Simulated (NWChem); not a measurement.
System: BNH5 cation; SMILES [NH3+]B

The following NWChem deck was run.

```
start job
memory heap 200 mb stack 900 mb global 1100 mb
charge 1
geometry units angstroms noautosym nocenter noautoz
  B     -0.001206    -0.927655    -0.014790
  N     -0.001924     0.623202    -0.012228
  H     -1.082640    -1.452702     0.005183
  H      1.084133    -1.445065     0.004062
  H      0.054862     0.938092     0.982478
  H     -0.866201     1.051741    -0.396356
  H      0.823807     1.043832    -0.481879
end
basis spherical
  * library cc-pvtz
end
dft
  xc b3lyp
  iterations 150
end
property
  efieldgrad
end
task dft property
```

NWChem printed, in part:

```
             Northwest Computational Chemistry Package (NWChem) 7.3.0
             --------------------------------------------------------

                             Geometry "geometry" -> ""
                             -------------------------

 Output coordinates in angstroms (scale by  1.889725989 to convert to a.u.)

  No.       Tag          Charge          X              Y              Z
 ---- ---------------- ---------- -------------- -------------- --------------
    1 B                    5.0000    -0.00120600    -0.92765500    -0.01479000
    2 N                    7.0000    -0.00192400     0.62320200    -0.01222800
    3 H                    1.0000    -1.08264000    -1.45270200     0.00518300
    4 H                    1.0000     1.08413300    -1.44506500     0.00406200
    5 H                    1.0000     0.05486200     0.93809200     0.98247800
    6 H                    1.0000    -0.86620100     1.05174100    -0.39635600
    7 H                    1.0000     0.82380700     1.04383200    -0.48187900

 Effective nuclear repulsion energy (a.u.)      36.1762776965

                              NWChem Property Module
                              ----------------------

  itol2e modified to match energy
  convergence criterion.

                                 NWChem DFT Module
                                 -----------------

 Summary of "ao basis" -> "ao basis" (spherical)
 ------------------------------------------------------------------------------
       Tag                 Description            Shells   Functions and Types
 ---------------- ------------------------------  ------  ---------------------
 B                          cc-pvtz                 10       30   4s3p2d1f
 N                          cc-pvtz                 10       30   4s3p2d1f
 H                          cc-pvtz                  6       14   3s2p1d

  itol2e modified to match energy
  convergence criterion.

            General Information
            -------------------
          SCF calculation type: DFT
          Wavefunction type:  closed shell.
          No. of atoms     :     7
          No. of electrons :    16
           Alpha electrons :     8
            Beta electrons :     8
          Charge           :     1
          Spin multiplicity:     1
          Use of symmetry is: off; symmetry adaption is: off
          Maximum number of iterations: 150
          AO basis - number of functions:   130
                     number of shells:    50
          Convergence on energy requested:  1.00D-07
          Convergence on density requested:  1.00D-05
          Convergence on gradient requested:  5.00D-04

              XC Information
              --------------
                         B3LYP Method XC Potential
                     Hartree-Fock (Exact) Exchange  0.200
                        Slater Exchange Functional  0.800 local
                    Becke 1988 Exchange Functional  0.720 non-local
              Lee-Yang-Parr Correlation Functional  0.810
                  VWN I RPA Correlation Functional  0.190 local

             Grid Information
             ----------------
          Grid used for XC integration:  fine
          Radial quadrature: Mura-Knowles
          Angular quadrature: Lebedev.
          Tag              B.-S. Rad. Rad. Pts. Rad. Cut. Ang. Pts.
          ---              ---------- --------- --------- ---------
          B                   0.85       70           9.0       590
          N                   0.65       70           8.0       590
          H                   0.35       60          10.0       590
          Grid pruning is: on
          Number of quadrature shells:   440
          Spatial weights used:  Erf1

      Superposition of Atomic Density Guess
      -------------------------------------

 Sum of atomic energies:         -81.34311745

 Renormalizing density from      17.00 to     16

      Non-variational initial energy
      ------------------------------

 Total energy =     -78.785903
 1-e energy   =    -168.960624
 2-e energy   =      53.998444
 HOMO         =      -0.711162
 LUMO         =      -0.356022

   convergence    iter        energy       DeltaE   RMS-Dens  Diis-err
 ---------------- ----- ----------------- --------- --------- ---------
 d= 0,ls=0.0,diis     1    -82.2608802190 -1.18D+02  5.43D-03  1.36D+00
 d= 0,ls=0.0,diis     2    -82.2071510501  5.37D-02  3.14D-03  1.65D+00
 d= 0,ls=0.0,diis     3    -82.3750194274 -1.68D-01  3.75D-04  2.56D-02
 d= 0,ls=0.0,diis     4    -82.3775321564 -2.51D-03  8.41D-05  6.25D-04
 d= 0,ls=0.0,diis     5    -82.3776170869 -8.49D-05  1.37D-05  9.65D-06
  Resetting Diis
 d= 0,ls=0.0,diis     6    -82.3776185602 -1.47D-06  1.44D-06  1.77D-07
 d= 0,ls=0.0,diis     7    -82.3776185820 -2.18D-08  3.11D-07  2.35D-09

         Total DFT energy =      -82.377618581953
      One electron energy =     -176.744181152310
           Coulomb energy =       70.739370943679
    Exchange-Corr. energy =      -12.549086069863
 Nuclear repulsion energy =       36.176277696540

 Numeric. integr. density =       16.000000307564

                       DFT Final Molecular Orbital Analysis
                       ------------------------------------

 Vector    6  Occ=2.000000D+00  E=-7.914577D-01
              MO Center=  6.9D-03,  3.7D-01,  1.3D-01, r^2= 1.3D+00
   Bfn.  Coefficient  Atom+Function         Bfn.  Coefficient  Atom+Function
  ----- ------------  ---------------      ----- ------------  ---------------
    40     -0.240914  2 N  pz                90     -0.233637  5 H  s
     2      0.231282  1 B  s                 37     -0.215421  2 N  pz
    39     -0.182410  2 N  py                89     -0.154226  5 H  s
    36     -0.151539  2 N  py                43     -0.113878  2 N  pz
    42     -0.089037  2 N  py                 4      0.067987  1 B  s

 Vector    7  Occ=2.000000D+00  E=-6.434502D-01
              MO Center=  8.8D-04, -9.7D-01, -1.3D-03, r^2= 1.8D+00
   Bfn.  Coefficient  Atom+Function         Bfn.  Coefficient  Atom+Function
  ----- ------------  ---------------      ----- ------------  ---------------
     2      0.245657  1 B  s                 39      0.213976  2 N  py
     9     -0.199465  1 B  py                 6     -0.194321  1 B  py
    36      0.171433  2 N  py                62      0.157628  3 H  s
    76      0.157514  4 H  s                 42      0.124590  2 N  py
     4      0.116496  1 B  s                 61      0.115218  3 H  s

 Vector    8  Occ=2.000000D+00  E=-5.841360D-01
              MO Center= -2.1D-03, -1.1D+00, -1.2D-02, r^2= 1.7D+00
   Bfn.  Coefficient  Atom+Function         Bfn.  Coefficient  Atom+Function
  ----- ------------  ---------------      ----- ------------  ---------------
     8      0.302409  1 B  px                 5      0.261145  1 B  px
    62     -0.201684  3 H  s                 76      0.201271  4 H  s
    61     -0.148888  3 H  s                 75      0.148824  4 H  s
    11      0.097191  1 B  px                63     -0.078735  3 H  s
    77      0.078349  4 H  s                104      0.074794  6 H  s

 Vector    9  Occ=0.000000D+00  E=-2.972490D-01
              MO Center= -6.4D-04, -8.5D-01, -2.8D-02, r^2= 2.0D+00
   Bfn.  Coefficient  Atom+Function         Bfn.  Coefficient  Atom+Function
  ----- ------------  ---------------      ----- ------------  ---------------
    10      0.449116  1 B  pz                13      0.424735  1 B  pz
     7      0.316358  1 B  pz                91     -0.191227  5 H  s
    90     -0.147777  5 H  s                119      0.096733  7 H  s
   118      0.084787  7 H  s                105      0.079873  6 H  s
   104      0.070745  6 H  s                 89     -0.061922  5 H  s

 Vector   10  Occ=0.000000D+00  E=-2.133791D-01
              MO Center=  1.4D-02,  9.7D-01,  1.1D-01, r^2= 4.0D+00
   Bfn.  Coefficient  Atom+Function         Bfn.  Coefficient  Atom+Function
  ----- ------------  ---------------      ----- ------------  ---------------
    34      1.668116  2 N  s                 91     -0.658792  5 H  s
   119     -0.570846  7 H  s                105     -0.561206  6 H  s
    32      0.299144  2 N  s                 90     -0.281874  5 H  s
   118     -0.255750  7 H  s                104     -0.253433  6 H  s
    12     -0.218624  1 B  py                42      0.213421  2 N  py

[...]

          -----------------------
          Electric field gradient
          -----------------------

 1 a.u. = 0.324123 10**(16) esu/cm**3  ( or statvolts/cm**2 ) = 0.97174 10**(22) v/m**2

 ------------------------------------------------------------
   Atom      X         Y         Z
 ------------------------------------------------------------
    1 B   -0.00228  -1.75301  -0.02795
 ------------------------------------------------------------

 Electric field gradient in molecular frame (a.u.)
         XX             YY             ZZ             XY             XZ             YZ
 ------------------------------------------------------------------------------------------
        0.518054       0.115083      -0.633137       0.001608      -0.000625      -0.017149

 Principal components (a.u.) and orientation
 of principal axis w.r.t. absolute frame                      Asymmetry parameter eta
 --------------------------------------------------------------------------------------
       -0.633530       0.518060       0.115469                       0.635473

        0.000510       0.999992      -0.004029
        0.022901       0.004016       0.999730
        0.999738      -0.000603      -0.022898

 ------------------------------------------------------------
   Atom      X         Y         Z
 ------------------------------------------------------------
    2 N   -0.00364   1.17768  -0.02311
 ------------------------------------------------------------

 Electric field gradient in molecular frame (a.u.)
         XX             YY             ZZ             XY             XZ             YZ
 ------------------------------------------------------------------------------------------
       -0.080153       0.264708      -0.184554       0.002472      -0.001129       0.028516

 Principal components (a.u.) and orientation
 of principal axis w.r.t. absolute frame                      Asymmetry parameter eta
 --------------------------------------------------------------------------------------
        0.266527      -0.186372      -0.080155                       0.398526

        0.006910       0.012080       0.999903
        0.997985      -0.063152      -0.006134
        0.063072       0.997931      -0.012492

 ------------------------------------------------------------
   Atom      X         Y         Z
 ------------------------------------------------------------
    3 H   -2.04589  -2.74521   0.00979
 ------------------------------------------------------------

 Electric field gradient in molecular frame (a.u.)
         XX             YY             ZZ             XY             XZ             YZ
 ------------------------------------------------------------------------------------------
       -0.121142       0.042277       0.078866      -0.100335       0.003609       0.001592

 Principal components (a.u.) and orientation
 of principal axis w.r.t. absolute frame                      Asymmetry parameter eta
 --------------------------------------------------------------------------------------
       -0.168893       0.089965       0.078927                       0.065354

        0.903067      -0.429381       0.010042
        0.429204       0.903067       0.015941
       -0.015913      -0.010086       0.999823

 ------------------------------------------------------------
   Atom      X         Y         Z
 ------------------------------------------------------------
    4 H    2.04871  -2.73078   0.00768
 ------------------------------------------------------------

 Electric field gradient in molecular frame (a.u.)
         XX             YY             ZZ             XY             XZ             YZ
 ------------------------------------------------------------------------------------------
       -0.122459       0.043682       0.078777       0.099110      -0.003388       0.001454

 Principal components (a.u.) and orientation
 of principal axis w.r.t. absolute frame                      Asymmetry parameter eta
 --------------------------------------------------------------------------------------
       -0.168763       0.089932       0.078831                       0.065782

        0.906094       0.422979      -0.009124
       -0.422815       0.906081       0.015647
        0.014885      -0.010320       0.999836

 ------------------------------------------------------------
   Atom      X         Y         Z
 ------------------------------------------------------------
    5 H    0.10367   1.77274   1.85661
 ------------------------------------------------------------

 Electric field gradient in molecular frame (a.u.)
         XX             YY             ZZ             XY             XZ             YZ
 ------------------------------------------------------------------------------------------
        0.144509       0.112097      -0.256606      -0.006870      -0.022914      -0.124207

 Principal components (a.u.) and orientation
 of principal axis w.r.t. absolute frame                      Asymmetry parameter eta
 --------------------------------------------------------------------------------------
       -0.295844       0.150039       0.145805                       0.014312

        0.054243       0.029089       0.998104
        0.291679       0.955518      -0.043700
        0.954977      -0.293496      -0.043346

 ------------------------------------------------------------
   Atom      X         Y         Z
 ------------------------------------------------------------
    6 H   -1.63688   1.98750  -0.74900
 ------------------------------------------------------------

 Electric field gradient in molecular frame (a.u.)
         XX             YY             ZZ             XY             XZ             YZ
 ------------------------------------------------------------------------------------------
       -0.166053       0.080211       0.085841       0.153500      -0.139521       0.070642

 Principal components (a.u.) and orientation
 of principal axis w.r.t. absolute frame                      Asymmetry parameter eta
 --------------------------------------------------------------------------------------
       -0.302634       0.155325       0.147309                       0.026487

        0.835200       0.249705      -0.489989
       -0.403765       0.883346      -0.238064
        0.373384       0.396671       0.838592

 ------------------------------------------------------------
   Atom      X         Y         Z
 ------------------------------------------------------------
    7 H    1.55677   1.97256  -0.91062
 ------------------------------------------------------------

 Electric field gradient in molecular frame (a.u.)
         XX             YY             ZZ             XY             XZ             YZ
 ------------------------------------------------------------------------------------------
       -0.138049       0.082843       0.055206      -0.143096       0.162541       0.084197

 Principal components (a.u.) and orientation
 of principal axis w.r.t. absolute frame                      Asymmetry parameter eta
 --------------------------------------------------------------------------------------
       -0.302110       0.155104       0.147006                       0.026807

        0.797078      -0.187111       0.574156
        0.396008       0.879761      -0.263057
       -0.455899       0.437048       0.775336
```

Level: B3LYP/cc-pVTZ. Structure relaxed at the PBE-D3(BJ)/def2-SVP level. NWChem prints the field gradient with the sign opposite to the second derivative of the potential.
